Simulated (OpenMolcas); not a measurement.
**InNH4 (SMILES [NH2][InH2]): the vertical energy of the triplet above the singlet from total energies**

The species is InNH4 (6 atoms), meant as a singlet with charge 0. SMILES: `[NH2][InH2]`. The shape is that of a PBE0-D4/def2-TZVP optimisation.

Both states at this one shape; open shells run unrestricted unless said. 1 Eh = 27.2114 eV.

| level | program | singlet InNH4 (Eh) | triplet InNH4 (Eh) |
| --- | --- | --- | --- |
| HF/def2-SVP (core potential) | OpenMolcas | -245.912951 | -245.789089 |
| r2SCAN/def2-SVP (core potential) | OpenMolcas | -247.252053 | -247.099754 |
| BHLYP/def2-SVP (core potential) | OpenMolcas | -247.099276 | -246.946292 |

Work out the vertical gap, second state less first, at each level.


1. HF/def2-SVP (core potential): -245.789089 − (-245.912951) = 0.123862 Eh = 3.37 eV.
2. r2SCAN/def2-SVP (core potential): -247.099754 − (-247.252053) = 0.152299 Eh = 4.14 eV.
3. BHLYP/def2-SVP (core potential): -246.946292 − (-247.099276) = 0.152984 Eh = 4.16 eV.

No measured value is set beside it here; the levels span 3.37 to 4.16 eV. Hartree–Fock favours the state with fewer electron pairs, since it lacks pair correlation. Spin-orbit coupling, which splits open shells on such heavy atoms by tenths of an eV, is left out.
